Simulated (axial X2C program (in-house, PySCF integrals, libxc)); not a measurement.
TeF⁻ along the bond: HF, with spin–orbit coupling

All values were computed with an in-house relativistic program for diatomic molecules. Two-component (2c) means X2C with spin–orbit coupling and atomic mean-field two-electron Coulomb and Gaunt terms. Basis: Te dyall-acv3z [12s13p9d5f1g], F dyall-av3z [7s6p3d2f] (cores contracted in-house); Gaussian nuclei, density fitting, unrestricted open shells. Masses: Te 129.906 u, F 18.998 u.

State: Ω = 0 (closed shell). Dipoles are positive if F is the positive end and refer to the centre of mass.

Results along the bond:

| R (Å) | μ (D) | HOMO (eV) | LUMO (eV) |
| --- | --- | --- | --- |
| 1.750 | 0.110 | -1.83 | 4.52 |
| 1.831 | -0.488 | -1.98 | 4.49 |
| 1.891 | -0.938 | -2.10 | 4.47 |
| 1.952 | -1.388 | -2.21 | 4.44 |
| 2.012 | -1.839 | -2.33 | 4.41 |
| 2.082 | -2.366 | -2.46 | 4.36 |
| 2.153 | -2.896 | -2.59 | 4.31 |
| 2.243 | -3.582 | -2.77 | 4.24 |
| 2.354 | -4.427 | -2.98 | 4.13 |
| 2.515 | -5.671 | -3.29 | 3.94 |

The state is one determinant whose occupation by symmetry is held fixed; it was picked as the lowest of a PBE0 search that is not exhaustive. The closed shell is kept restricted, so the energy runs too high when the bond is stretched far. The LUMO of an anion is an unbound level whose energy the basis sets.
